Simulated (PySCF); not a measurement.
Stepwise substitution at one centre (In CH3-H). Isolated molecules, 0 K electronic values unless said otherwise. Strings in code marks are SMILES.

The S1–T1 gap (TDA) from two functionals at the same geometries (M06-2X/def2-TZVP), both in PySCF: PBE-D3(BJ)/def2-TZVP and B3LYP-D3(BJ)/def2-TZVP. B3LYP has the VWN-RPA correlation part, as in Gaussian. Excitations are Tamm–Dancoff values on a coarser integration grid. The basis has no diffuse functions, so Rydberg states are missing or too high.

```
species                                             PBE-D3(BJ)/def2-TZVP (eV)  B3LYP-D3(BJ)/def2-TZVP (eV)
--------------------------------------------------  -------------------------  ---------------------------
0 of 3 CH3 replaced by H (`[CH3][In]([CH3])[CH3]`)                       0.22                         0.23
1 of 3 CH3 replaced by H (`[CH3][InH][CH3]`)                             0.23                         0.23
2 of 3 CH3 replaced by H (`[CH3][InH2]`)                                 0.27                         0.27
```

Over these rows, drawn at random from the members with no instability flagged (it was tested for open shells, ions and some series alone), PBE minus B3LYP-D3(BJ): mean 0.00 eV, from -0.01 eV to 0.00 eV.
